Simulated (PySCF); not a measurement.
Correlation energy of As⁺ (arsenic, charge +1)

[Ar] 3d10 4s2 4p2, high-spin 3P determinant. Calculation: PySCF 2.14, in def2-SVP (5s4p3d, 32 functions); the non-relativistic Hamiltonian (point nucleus). Frozen: [Ar] 3d10; 4 electrons correlated.

MP2 pair energies summed by pair of shells (mhartree):

```tsv
pair	energy	share (%)
4s-4p	-26.38	59.8
4s-4s	-13.29	30.1
4p-4p	-4.44	10.1
```

Total MP2 correlation energy: -44.11 mhartree.

Same-spin part -7.18 and opposite-spin part -36.93 mhartree; SCS-MP2 scales them by 1/3 and 6/5 to -46.71 mhartree.

```json
{"level": "CCSD", "correlation energy (mhartree)": "-61.02"}
{"level": "(T)", "correlation energy (mhartree)": "-0.78"}
{"level": "CCSD(T)", "correlation energy (mhartree)": "-61.80"}
```

Diagnostics: T1 = 0.0070, D1 = 0.0193, largest double amplitude 0.100.

Cost of the coupled-cluster step: 0.21 s of wall time on 1 thread of AMD EPYC 7R43 64-Core Processor (shared host), for 4 correlated electrons.
